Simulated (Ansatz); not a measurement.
Calculated with Ansatz (gas phase, PBE0-D4/def2-TZVP geometries, no zero-point term in ΔE). CBS: MP2 limit from def2 TZ/QZ plus the TZ coupled-cluster correction, frozen cores. DFT in def2-TZVPP. For Ge, Se outer-core shells are correlated without core-valence functions, which leaves a few kJ/mol of doubt a bond. Scalar relativity is left out up to krypton. One conformer a species, not always the lowest.

Reaction (formal exchange of groups at a C–Si bond): `BC[SiH2]S` + `[GeH3][SeH]` → `B[CH2][GeH2][SeH]` + `[SiH3]S`

| species | r2SCANh-D4 energy (Eh) |
| --- | --- |
| `BC[SiH2]S` | -754.80985 |
| `[GeH3][SeH]` | -4480.94354 |
| `B[CH2][GeH2][SeH]` | -4545.67959 |
| `[SiH3]S` | -690.06902 |

Q: Work out ΔE.

A: ΔE = (-4545.67959) + (-690.06902) − (-754.80985) − (-4480.94354) = 0.00478 Eh = +12.5 kJ/mol. CCSD(T)/CBS gives +6.0 kJ/mol.

Largest T1 diagnostic among the species: 0.011.

Leaving LDA and LC-ωPBE aside and taking each functional with its dispersion term where it has one, the values, not all of them listed here, spread over 7.7 kJ/mol, from BLYP-D4 to B97M-V. At CCSD(T), def2-SVP lies +3.2 kJ/mol from the extrapolated value and def2-TZVPP −0.7 kJ/mol.
